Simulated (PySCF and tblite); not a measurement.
Values are calculated unless marked as measured or tabulated.
System: C5H10SiSn, numbered as in [SiH3:1][C:2]1=[CH:3][C@@H:4]([SnH3:5])[CH:6]=[CH:7]1.

Motion: shift of Sn5 from C4 to C6. GFN2-xTB gives an electronic barrier of 8.4 kcal/mol.

Spin–orbit effects of heavy atoms on shieldings are missing.

What does PBE0/pcSseg-1 (def2-TZVP on Sn) + D3(BJ) give on B3LYP-D3(BJ)/def2-SVP geometries?

A barrier of 6.6 kcal/mol, 1.8 below the tight-binding barrier (from unrounded values) and, with GFN2-xTB thermal terms, ΔG‡(298 K) = 5.6 kcal/mol and k = 4.7×10⁸ s⁻¹ (1 equivalent path).

And the level of the geometries itself, B3LYP-D3(BJ)/def2-SVP?

7.6 kcal/mol.

Programs: tblite and PySCF.
